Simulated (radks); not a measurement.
Question: The mean radii <r> (bohr) of the occupied orbitals of an atom or ion are listed with their occupations. All-electron calculation, Dirac Kohn-Sham, BLYP, spin-unpolarised, spherical densities, finite nucleus; Fermi nuclear charge, rms radius of each element as measured or else 0.836 A^(1/3) + 0.57 fm. Program: a radial shooting solver on a logarithmic mesh with Libxc functionals.

orbital  occ.      <r>
1s1/2       2  0.05619
2s1/2       2   0.2553
2p1/2       2   0.2228
2p3/2       4   0.2259
3s1/2       2   0.7507
3p1/2       2   0.7713
3p3/2       4   0.7793
3d3/2     1.6   0.8289
3d5/2     2.4   0.8315

Name the element and its charge. Open shells, if any, are shared by 2j + 1.

Answer: Z = 27, cobalt, charge +5: Co5+ in [Ar] 3d4. The 1s radius gives Z: for a bare nucleus <r> = (2 gamma + 1)/(2Z) with gamma = sqrt(1 - (Z/c)^2), 0.05483 bohr for Z = 27, and screening makes it slightly larger (0.05619 here). The occupations add up to 22, and the charge is Z minus that.
